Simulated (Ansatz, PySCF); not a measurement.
This PySCF input computes a B3LYP/def2-TZVPD energy:

```python
from pyscf import gto, scf, dft

mol = gto.M(
    atom='''
    C    -1.97382677    0.22696237    0.26162228
    C    -1.61087986   -1.08532423    0.28718664
    O    -0.32541753   -1.29716267    0.12051672
    C     0.24870522   -0.03160963   -0.03279016
    C    -0.74043031    0.91008666    0.05030731
    C     1.68065229    0.02305711   -0.23530564
    O     2.29298358    1.05845570   -0.38058643
    H    -2.95910483    0.64047378    0.37480889
    H    -0.58844774    1.97354823   -0.03251414
    H     2.18170079   -0.96339996   -0.24785964
    ''',
    basis='def2-tzvpd',
    charge=0,
    spin=1,
    verbose=4,
)

mf = dft.UKS(mol, xc='b3lyp').density_fit(auxbasis='def2-universal-jkfit')
mf.grids.level = 3
mf.conv_tol = 1e-9
mf.max_cycle = 100
mf.max_memory = 1500
mf.kernel()
if not mf.converged:
    mf = mf.newton()
    mf.kernel(mf.make_rdm1())
for _ in range(2):
    mo, _, stable, _ = mf.stability(return_status=True)
    if stable:
        break
    mf.kernel(mf.make_rdm1(mo, mf.mo_occ))
mf.analyze()
```

**Question.** Write an input for the same energy in Ansatz (an electronic-structure program) and say what it gives.

**Answer.** 
Ansatz 0.2 input:
```yaml
crystal:
  periodic: [false, false, false]
  atoms:
    - {symbol: C, position_ang: [-1.97382677, 0.22696237, 0.26162228]}
    - {symbol: C, position_ang: [-1.61087986, -1.08532423, 0.28718664]}
    - {symbol: O, position_ang: [-0.32541753, -1.29716267, 0.12051672]}
    - {symbol: C, position_ang: [0.24870522, -0.03160963, -0.03279016]}
    - {symbol: C, position_ang: [-0.74043031, 0.91008666, 0.05030731]}
    - {symbol: C, position_ang: [1.68065229, 0.02305711, -0.23530564]}
    - {symbol: O, position_ang: [2.29298358, 1.05845570, -0.38058643]}
    - {symbol: H, position_ang: [-2.95910483, 0.64047378, 0.37480889]}
    - {symbol: H, position_ang: [-0.58844774, 1.97354823, -0.03251414]}
    - {symbol: H, position_ang: [2.18170079, -0.96339996, -0.24785964]}
basis:
  gaussian:
    orbitals: def2-TZVPD
hamiltonian:
  xc: {name: B3LYP}
magnetization: {spin_polarized: true, initial_magnetization: 1}
output: {forces: true}
```
It gives -342.78959 Eh, and PySCF -342.78963 Eh, a difference of 0.04 mEh, from the treatment of integrals and grids.

It need not be the lowest isomer of its formula.
